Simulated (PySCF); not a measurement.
Gas-phase reaction: Hf(NH2)4 + 4 Cl + 4 H → HfCl4 + 4 NH3

Method: PySCF energies plus ideal-gas RRHO corrections (1 bar). † marks an energy on the PBE0/def2-TZVP geometry and frequencies; other levels use their own. MP2 freezes the core. Open shells (unrestricted): Cl (multiplicity 2), H (multiplicity 2); the rest are closed-shell singlets. Spin-orbit splitting is ignored; it lowers the true energy and changes the entropy of Cl. Hf: scalar-relativistic def2 core potential, no spin-orbit coupling. Hf(NH2)4: computed as isolated molecules; such fragments, hydroxides, amides, oligomers or adducts are transient or little studied in the gas. MP2 isn't extrapolated to the basis-set limit.

M06-2X/def2-TZVP† gives ΔH°(298 K) = -2057 kJ.

Problem. What do PBE0/def2-SVP†, PBE0/def2-TZVP, MP2/def2-TZVPP† give?

Solution. PBE0/def2-SVP†: -2019 kJ; PBE0/def2-TZVP: -2058 kJ; MP2/def2-TZVPP†: -2065 kJ. For scale, ΔH°(298 K) is -2057 kJ at this level, -2084 kJ at ωB97M-V/def2-TZVP†, and runs from -2284 to -1612 kJ over the 16 levels computed.
